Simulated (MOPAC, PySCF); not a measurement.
C2H6Si, SMILES `CC=[SiH2]`, neutral singlet in the gas phase. 

Z-matrix (Å, degrees):
```
C
H 1 1.0867
C 1 1.5003 2 115.64
H 3 1.0915 1 112.28 2 -179.95
H 3 1.0950 4 107.60 1 -122.70
H 3 1.0950 4 107.59 5 -114.59
Si 1 1.7088 2 116.96 3 -179.99
H 7 1.4724 1 122.09 2 -0.03
H 7 1.4747 8 115.67 1 179.97
```
Charge 0, spin multiplicity 1.

All levels are single points at this geometry (B3LYP-D3(BJ)/def2-TZVP); Pople sets use spherical d functions. Orbital energies aren't observables, and empty levels follow the basis.

HF/3-21G in PySCF gives gap (eV) = 10.76.

Problem. Estimate the gap (eV) from each of these levels: B3LYP-D3(BJ)/def2-TZVP in PySCF; B3LYP/3-21G in PySCF; B3LYP/6-311+G** in PySCF; B3LYP/6-31G* in PySCF; B3LYP/LANL2DZ in PySCF; HF/STO-3G in PySCF; AM1 in MOPAC; PM3 in MOPAC.

Solution. 
```tsv
level	gap (eV)
B3LYP-D3(BJ)/def2-TZVP in PySCF	4.75
B3LYP/3-21G in PySCF	5.18
B3LYP/6-311+G** in PySCF	4.74
B3LYP/6-31G* in PySCF	4.98
B3LYP/LANL2DZ in PySCF	5.02
HF/STO-3G in PySCF	12.84
AM1 in MOPAC	8.40
PM3 in MOPAC	7.78
```
